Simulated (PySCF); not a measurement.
# Field gradients at the hydrogen positions

BH₇O₃Si₃.
Z-matrix (Å and degrees, PBE0-D3(BJ)/def2-SVP geometry), rows numbered from 1:
```
B 
Si  1  2.0144
O   2  1.6734  1  107.95
Si  3  1.6624  2  131.94  1   106.83
O   4  1.6636  3  107.64  2     1.06
Si  5  1.6635  4  132.63  3     4.64
O   6  1.6620  5  107.60  4    -1.37
H   1  1.2099  2  117.20  3   -54.15
H   1  1.2079  2  125.36  3   126.79
H   2  1.4888  1  118.07  3  -122.75
H   4  1.4861  3  109.37  2   120.02
H   4  1.4861  3  109.69  2  -117.52
H   6  1.4868  5  108.98  4  -120.45
H   6  1.4856  5  109.73  4   117.31
```

Level: PBE0/pcSseg-1 (PySCF, non-relativistic); Q(2H) = 0.00286 b; rigid geometry, the same for H and D, with no vibrational averaging.

Give the electric field gradient Vzz (the principal value of largest size), its asymmetry and the 2H coupling at each hydrogen.

| atom | bonded to | bond length (Å) | Vzz (au) | η | χzz (kHz) |
| --- | --- | --- | --- | --- | --- |
| H8 | B1 | 1.210 | 0.1985 | 0.17 | 133 |
| H9 | B1 | 1.208 | 0.2009 | 0.18 | 135 |
| H10 | Si2 | 1.489 | 0.1384 | 0.01 | 93 |
| H11 | Si4 | 1.486 | 0.1388 | 0.00 | 93 |
| H12 | Si4 | 1.486 | 0.1388 | 0.00 | 93 |
| H13 | Si6 | 1.487 | 0.1383 | 0.00 | 93 |
| H14 | Si6 | 1.486 | 0.1391 | 0.00 | 93 |

Average by the element that carries the hydrogen.

on B: 134 kHz over 2 positions, mean bond length 1.209 Å; on Si: 93 kHz over 5 positions, mean bond length 1.487 Å.

Give the 2H NMR doublet splittings at H12 for a magnetic field along the z, y and x axes of the gradient: 3χ/2, 3χ(1 + η)/4, 3χ(1 − η)/4.

With |χ| = 93.3 kHz and η = 0.003: 140, 70 and 70 kHz, to first order and without motion.

Geometry: PBE0-D3(BJ)/def2-SVP, one conformer, isolated molecule. With so small a basis the couplings can be 20 % off.
